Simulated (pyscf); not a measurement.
PySCF, gas phase, ωB97X-D3(BJ)/def2-SVP geometries. Correlated levels are frozen-core, on RHF or UHF. ΔMP2 is the change of the MP2 total energy from the triple- to the quadruple-zeta basis. Singlets are restricted, triplets unrestricted.

Singlet (Å):
```xyz
8

B     -0.6320    -1.4465    -0.9354
C     -1.2662    -0.2808    -1.7902
C     -0.8684     0.9197    -1.1171
H      0.4451    -1.3191    -0.4084
H     -1.2088    -2.5047    -0.9146
H     -2.3255    -0.4505    -2.0284
H     -0.6056    -0.7046    -2.6148
H      0.2342     1.0128    -1.2504
```

Triplet (Å):
```xyz
8

B     -0.7984    -0.4583    -0.5088
C      0.3607     0.5529    -0.8370
C     -0.0272     1.9121    -1.2412
H     -1.9354    -0.0862    -0.3260
H     -0.5329    -1.6328    -0.3831
H      0.9203     0.5573     0.1325
H      1.0864     0.0894    -1.5352
H     -0.9962     2.3961    -1.4029
```

Q: For these two minima of `[BH2][CH2][CH]`, which spin state lies lower at CCSD(T)/def2-TZVPP + ΔMP2(QZVPP), and by how much (electronic energies)?

A: The singlet, by 12.2 kJ/mol. r²SCAN, PBE0-D3(BJ) put the other state lower. Zero-point energy shifts E(triplet) − E(singlet) by -2.8 kJ/mol. H₂B–CH₂–CH: [singlet] lies 309.2 kJ/mol over its isomer H₂B–CH=CH₂, and others may lie lower still (electronic energy, ωB97M-D3(BJ)). 

E(triplet) − E(singlet) by level (kJ/mol):

```json
[
 {"level": "ωB97X-D3(BJ)/def2-TZVP", "gap": "+13.1"},
 {"level": "PBE/def2-TZVP", "gap": "+3.4"},
 {"level": "r²SCAN/def2-TZVP", "gap": "-23.1"},
 {"level": "B3LYP-D3(BJ)/def2-TZVP", "gap": "+6.0"},
 {"level": "PBE0-D3(BJ)/def2-TZVP", "gap": "-11.1"},
 {"level": "M06-2X/def2-TZVP", "gap": "+0.2"},
 {"level": "ωB97M-D3(BJ)/def2-TZVP", "gap": "+18.8"},
 {"level": "HF/def2-TZVP", "gap": "-85.0"},
 {"level": "MP2/def2-QZVPP", "gap": "+3.6"},
 {"level": "CCSD/def2-TZVPP", "gap": "-1.3"},
 {"level": "CCSD(T)/def2-TZVPP", "gap": "+7.7"},
 {"level": "CCSD(T)/def2-TZVPP + ΔMP2(QZVPP)", "gap": "+12.2"}
]
```

The triplet is the lowest one reached from the SCF start used. A restricted singlet here is unstable towards spin polarisation, as is usual where a triplet lies low; its energy is less safe. The CCSD(T) − MP2 part came from Ansatz, without density fitting, on the same reference.
